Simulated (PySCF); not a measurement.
BrH3InN, SMILES [NH2][InH][Br]. The structure is a stationary point at PBE0-D3(BJ)/def2-SVP. The def2 effective core potentials stand for the cores of In; spin–orbit coupling is left out. One conformer was computed; it need not be the lowest.

Computed equilibrium geometry at PBE0-D3(BJ)/def2-SVP (PySCF confirms it by a frequency run) as Cartesian coordinates in Å (one conformer of several):
```xyz
6

In    -0.8615    -0.1107     0.0018
H     -1.8308    -1.3422     0.6703
Br     1.6227    -0.2400     0.2318
N     -1.3925     1.6076    -0.8874
H     -2.3116     1.7476    -1.2918
H     -0.6918     2.1628    -1.3666
```
